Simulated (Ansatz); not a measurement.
CuPOH4⁺, that is Cu(PH3)(OH) with one electron fewer. Charge 1, multiplicity 2. Geometry B3LYP-D4/def2-TZVP, that of the neutral singlet; atoms count from 1.

Cartesian coordinates in Å:
```
Cu 0.852 -0.027 -0.424
P -1.093 0.197 0.473
H -2.186 -0.539 -0.027
H -1.698 1.469 0.473
H -1.266 -0.103 1.839
O 2.464 -0.079 -1.214
H 2.926 -0.917 -1.121
```

Problem. Estimate the Mulliken populations from the PBE0/def2-TZVP orbitals of Ansatz.

Solution. 
```tsv
atom	charge (e)	spin (α − β)	d electrons
Cu1	0.31	0.25	9.65
P2	0.03	-0.01	–
H3	0.18	0.00	–
H4	0.18	0.00	–
H5	0.18	0.00	–
O6	-0.26	0.77	–
H7	0.39	-0.02	–
```
Mulliken values depend strongly on the basis.

Problem. Where does the spin sit?

Solution. Summed by element: Cu 0.25, P -0.01, H -0.01, O 0.77, of 1 unpaired in all. Largest on single atoms: O6 0.77, Cu1 0.25, H7 -0.02.

Problem. And the Mayer bond orders between heavy atoms (over 0.3)?

Solution. Cu1–P2 0.92 (2.15 Å); Cu1–O6 0.98 (1.80 Å).
